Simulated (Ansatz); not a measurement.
The cluster K₄H₃⁺. Total charge 1; singlet. Geometry r2SCAN-D4/def2-SVP.

```csv
atom,x (Å),y (Å),z (Å)
K1,2.7417,-1.7999,1.6459
K2,0.9645,0.6992,-0.5420
K3,-3.0971,2.5158,-2.2920
K4,-2.1704,-1.0729,0.8289
H5,0.2281,-1.3172,1.1489
H6,-1.9008,0.9422,-0.8845
H7,3.2339,0.0328,0.0949
```

Another isomer (singlet) lies 0.50 eV lower at PBE0-D4/def2-TZVP; other spin states weren't run for this one.

(1) Estimate the orbital energies around the gap (eV) in Ansatz with HF/def2-TZVP, PBE-D4/def2-TZVP, r2SCAN-D4/def2-TZVP, B97M-V/def2-TZVP, PBE0-D4/def2-TZVP.

Results:

(1) 
```csv
orbital,HF/def2-TZVP,PBE-D4/def2-TZVP,r2SCAN-D4/def2-TZVP,B97M-V/def2-TZVP,PBE0-D4/def2-TZVP
HOMO−5,-26.93,-20.02,-20.56,-20.82,-22.01
HOMO−4,-26.88,-19.99,-20.53,-20.79,-21.96
HOMO−3,-26.78,-19.85,-20.37,-20.64,-21.83
HOMO−2,-11.63,-7.97,-8.06,-8.26,-9.02
HOMO−1,-10.58,-6.96,-7.04,-7.23,-7.99
HOMO,-9.20,-5.80,-5.81,-5.99,-6.75
LUMO,-2.64,-4.53,-3.66,-4.28,-3.97
LUMO+1,-1.99,-3.79,-3.07,-3.61,-3.26
LUMO+2,-1.46,-3.27,-2.64,-3.16,-2.75
LUMO+3,-1.26,-3.27,-2.52,-3.09,-2.73
LUMO+4,-1.24,-2.93,-2.12,-2.72,-2.39
LUMO+5,-0.73,-2.60,-1.80,-2.40,-2.06
```
